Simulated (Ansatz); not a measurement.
`C[CH2][Cd][Cl]` + H–F → `[F][Cd][Cl]` + ethane at 600 K and 1 bar (ligand exchange at a Cd–C bond).

Computed with Ansatz on PBE0-D4/def2-TZVP structures; ΔE is electronic, products minus reactants. CBS: MP2 limit from def2 TZ/QZ plus the TZ coupled-cluster correction, frozen cores. This one scheme is used for every species. Elements past krypton have def2 core potentials. For Cd outer-core shells are correlated without core-valence functions, which leaves a few kJ/mol of doubt a bond. One conformer a species, not always the lowest.

| species | CCSD(T)/CBS energy (Eh) | H − E (kJ/mol) | S (J/(mol·K)) |
| --- | --- | --- | --- |
| `C[CH2][Cd][Cl]` | -706.64948 | 224.3 | 418.0 |
| H–F | -100.39570 | 42.3 | 194.0 |
| `[F][Cd][Cl]` | -727.34376 | 38.6 | 321.6 |
| `CC` | -79.71954 | 228.8 | 274.9 |

H − E and S are ideal-gas, rigid-rotor, harmonic terms from PBE0-D4/def2-TZVP, for one conformer and one mirror image of each species. 1 Eh = 2625.50 kJ/mol, R = 8.31446 J/(mol·K).

Q: By hand: ΔE, ΔH, ΔS and ΔG.

A: ΔE = (-727.34376) + (-79.71954) − (-706.64948) − (-100.39570) = -0.01812 Eh = -47.6 kJ/mol. Δ(H − E) = 38.6 + 228.8 − 224.3 − 42.3 = 0.8, so ΔH = -46.8 kJ/mol. ΔS = 321.6 + 274.9 − 418.0 − 194.0 = -15.5 J/(mol·K). ΔG = -46.8 − 600 × (-15.5)/1000 = -37.5 kJ/mol.

Q: By hand: the equilibrium constant, and the temperature at which ΔG would vanish if ΔH and ΔS stayed fixed.

A: log₁₀ K = −ΔG/(RT ln 10) = 3.3. ΔG = 0 at ΔH/ΔS = 3019 K, far beyond where these terms or the molecules hold.

ΔH outweighs TΔS. A doubt of 5 kJ/mol in ΔE shifts log₁₀ K by 0.4 here. Other conformers and mirror images would add mixing entropy, several J/(mol·K) or more a flexible species. These are equilibria of isolated gas molecules and say nothing of rates. Largest T1 diagnostic: 0.015 (customary marks: 0.02 for closed shells, 0.045 for open ones).
